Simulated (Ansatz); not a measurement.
`C[Si@H](O)[Si@H](O)F` + `O[SiH2]O` → `C[SiH](O)O[SiH2]O` + `O[SiH2]F`  (cleavage of the Si–Si bond)

Computed with Ansatz on PBE0-D4/def2-TZVP structures; ΔE is electronic, products minus reactants. CCSD(T)/CBS adds triple-zeta CCSD(T) − MP2 to the extrapolated MP2 energy (def2 sets, frozen cores). One conformer a species, not always the lowest.

`C[Si@H](O)[Si@H](O)F`:

```xyz
13

C     1.033    1.698    0.798
Si   -0.045    0.778   -0.404
O    -1.627    1.125   -0.068
Si    0.144   -1.563   -0.263
O    -1.411   -2.047   -0.504
F     0.636   -2.032    1.193
H     0.855    1.360    1.821
H     2.089    1.546    0.562
H     0.825    2.770    0.747
H     0.305    1.188   -1.798
H    -2.256    0.426   -0.264
H     1.054   -2.268   -1.209
H    -1.602   -2.981   -0.610
```

`O[SiH2]O`:

```xyz
7

O    -1.085    0.296    0.916
Si   -0.125   -0.318   -0.265
O     1.353    0.392   -0.343
H    -0.817    0.157    1.826
H     0.182   -1.748   -0.027
H    -0.901   -0.094   -1.507
H     1.392    1.315   -0.600
```

`C[SiH](O)O[SiH2]O`:

```xyz
14

C    -1.954   -0.636   -1.361
Si   -0.964   -0.162    0.123
O    -0.356   -1.536    0.784
O     0.271    0.842   -0.309
Si    1.849    0.927    0.081
O     2.106    0.273    1.577
H    -1.332   -1.170   -2.083
H    -2.366    0.251   -1.848
H    -2.784   -1.287   -1.075
H    -1.780    0.584    1.118
H     0.328   -1.421    1.449
H     2.652    0.115   -0.859
H     2.255    2.354    0.074
H     2.073    0.865    2.329
```

`O[SiH2]F`:

```xyz
6

O     0.699    0.237   -1.037
Si   -0.143    0.104    0.352
F     0.343   -1.160    1.196
H     0.540   -0.393   -1.741
H     0.149    1.320    1.133
H    -1.588   -0.108    0.097
```

```json
{"level": "CCSD(T)/def2-TZVPP", "ΔE (kcal/mol)": "-37.3"}
{"level": "MP2/def2-QZVPP", "ΔE (kcal/mol)": "-38.7"}
```

(1) What does CCSD(T)/CBS give? (Best estimate.)

Largest T1 diagnostic among the species: 0.012.

Answers

(1) Ansatz gave: -36.9 kcal/mol. The listed levels differ from it by -0.4, -1.8 kcal/mol.

In def2-TZVPP, CCSD(T) changes the Hartree–Fock value by +5.0 kcal/mol (the triples alone add +0.7 kcal/mol) and MP2 by +3.5 kcal/mol. From PBE to PBE0 (25 % exact exchange), in def2-TZVPP and without D4, ΔE moves by −2.8 kcal/mol.
